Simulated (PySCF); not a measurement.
## Orbital picture of GeN

M06-L at R = 1.741 Å; basis Ge def2-TZVPP, N def2-TZVPP; no relativity; PySCF 2.14. State: ²Π (doublet), unpaired electrons π ↑. Only the outer orbitals are listed, counted within each symmetry.

```tsv
spin	orbital	occ.	ε (eV)	on Ge (%)	main shells (%)
α	8σ	1	-20.46	19	77 N s, 12 Ge s
α	9σ	1	-11.10	74	72 Ge s, 13 N p, 13 N s
α	4π	1	-7.85	23	77 N p, 20 Ge p
α	4π	1	-6.85	29	70 N p, 27 Ge p
α	10σ	1	-6.55	42	54 N p, 27 Ge p, 14 Ge s
α	5π	0	-2.96	84	81 Ge p, 16 N p
α	5π	0	-2.49	78	74 Ge p, 22 N p
β	8σ	1	-18.47	25	71 N s, 17 Ge s
β	9σ	1	-10.62	75	71 Ge s, 16 N s, 9 N p
β	4π	1	-6.34	37	62 N p, 35 Ge p
β	10σ	1	-6.06	39	56 N p, 27 Ge p, 10 Ge s
β	4π	0	-5.35	56	54 Ge p, 44 N p
β	5π	0	-2.31	71	65 Ge p, 29 N p
β	5π	0	-1.67	54	46 N p, 45 Ge p, 8 Ge d
```

Q: Which are the highest filled and the lowest empty level, where do they sit, and how wide is the gap?

A: Highest filled β 10σ at -6.06 eV (in %: 56 N p, 27 Ge p, 10 Ge s); lowest empty β 4π at -5.35 eV (in %: 54 Ge p, 44 N p); the gap at M06-L is 0.71 eV.

The bond order (Mayer) is 2.00 and the ⟨S²⟩ is 0.762. The charge on Ge (Mulliken, basis-dependent) is 0.39. The charge on Ge (Löwdin, basis-dependent) is 0.36 and the dipole moment (positive dipole means Ge(−)N(+)) is -2.87 D.

Spin–orbit coupling is left out. The state is the lowest determinant that a PBE0 search found; another state may lie lower at other levels.
